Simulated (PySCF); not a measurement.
Se(OH)(SeH) (H₂OSe₂), SMILES O[Se][SeH]. Heavy atoms are numbered as in [Se:1]([OH:2])[SeH:4]. Hydrogens are named by the atom that carries them.

Geometry: TPSSh-D3(BJ)/def2-SVP. Other conformers were not sampled.

Method: HF/pcSseg-2 in PySCF.

GIAO shieldings, no solvent; atoms alike by connectivity are averaged. δ = σ(ref) − σ: ⁷⁷Se against Me2Se (σ = 1901.4 ppm); ¹⁷O against H2O (σ = 326.0 ppm); ¹H against TMS (σ = 31.98 ppm), references at their B3LYP-D3(BJ)/def2-TZVP geometries, non-relativistic.

Computed chemical shifts:
| nucleus | atoms | count | δ (ppm) |
|---|---|---|---|
| ⁷⁷Se | Se1 | 1 | 1176.0 |
| ⁷⁷Se | Se4 (SeH) | 1 | 272.0 |
| ¹⁷O | O2 (OH) | 1 | -15.3 |
| ¹H | H on Se4 | 1 | 5.20 |
| ¹H | H on O2 | 1 | 3.32 |
